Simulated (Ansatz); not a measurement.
Geometry optimisation, RKS PBE-D4/STO-3G (Ansatz 0.2.0).

Input:

```yaml
crystal:
  periodic: [false, false, false]
  atoms:
    - { symbol: C, position_ang: [0.1094, -2.574, 0.2214] }
    - { symbol: Si, position_ang: [1.0674, -1.0553, -0.2596] }
    - { symbol: C, position_ang: [0.8441, 0.3696, 0.904] }
    - { symbol: S, position_ang: [-0.7601, 1.0021, 0.9215] }
    - { symbol: C, position_ang: [-0.7575, 2.1139, -0.5137] }
    - { symbol: S, position_ang: [-2.3151, 3.0463, -0.6402] }
    - { symbol: H, position_ang: [0.2649, -3.3572, -0.477] }
    - { symbol: H, position_ang: [-0.9712, -2.2871, 0.1828] }
    - { symbol: H, position_ang: [0.3153, -2.8577, 1.2594] }
    - { symbol: H, position_ang: [0.7178, -0.6124, -1.6117] }
    - { symbol: H, position_ang: [2.4932, -1.4451, -0.2807] }
    - { symbol: H, position_ang: [1.5847, 1.1944, 0.7031] }
    - { symbol: H, position_ang: [1.0597, 0.0605, 1.9184] }
    - { symbol: H, position_ang: [0.0299, 2.8497, -0.3504] }
    - { symbol: H, position_ang: [-0.6047, 1.5415, -1.4144] }
    - { symbol: H, position_ang: [-1.73824, 4.22916, -0.77865] }
basis:
  gaussian: { orbitals: STO-3G }
hamiltonian:
  xc: pbe
  dispersion: d4
relax:
  f_tol: 0.015
  max_steps: 40
```

Launched with:

```bash
$ ansatz run input.yaml --threads 1 --pin off --max-ram 2048MiB --backend cpu --events-out ev --progress --plain --runs-dir out
```

Q: Where does it end, and by what steps?

A: The forces met the threshold. The force dipped under the threshold on the way, but the program's further checks kept it going. Limits of this set-up: minimal basis. After 12 steps the energy has fallen by 0.642 eV; H16 moved furthest, 0.91 Å.

```csv
step,energy less start (eV),largest force component (eV/Å),accepted
0,0.0000,4.099,yes
1,-0.4681,1.476,yes
2,-0.5358,0.383,yes
3,-0.5618,0.314,yes
4,-0.5642,1.092,yes
5,-0.6238,0.171,yes
6,-0.6331,0.200,yes
7,-0.6300,0.210,no
8,-0.6405,0.095,yes
9,-0.6417,0.012,yes
10,-0.6419,0.012,yes
11,-0.6420,0.007,yes
12,-0.6422,0.013,yes
```

```xyz
16
Properties=species:S:1:pos:R:3
C -0.023 -2.371 0.169
Si 1.207 -1.008 -0.229
C 0.933 0.467 0.932
S -0.780 1.136 0.993
C -0.776 1.957 -0.663
S -2.247 3.003 -0.947
H 0.031 -3.193 -0.564
H -1.053 -1.976 0.162
H 0.163 -2.799 1.169
H 1.038 -0.583 -1.612
H 2.572 -1.497 -0.072
H 1.644 1.283 0.689
H 1.167 0.153 1.967
H 0.160 2.550 -0.775
H -0.773 1.202 -1.479
H -1.925 3.894 0.045
```

Whether the end is a true minimum wasn't checked by a vibrational analysis.

Time of the run: 39 s on 1 thread of Intel(R) Xeon(R) Platinum 8559C (Emerald Rapids), on a shared host, peak memory 0.17 GiB.
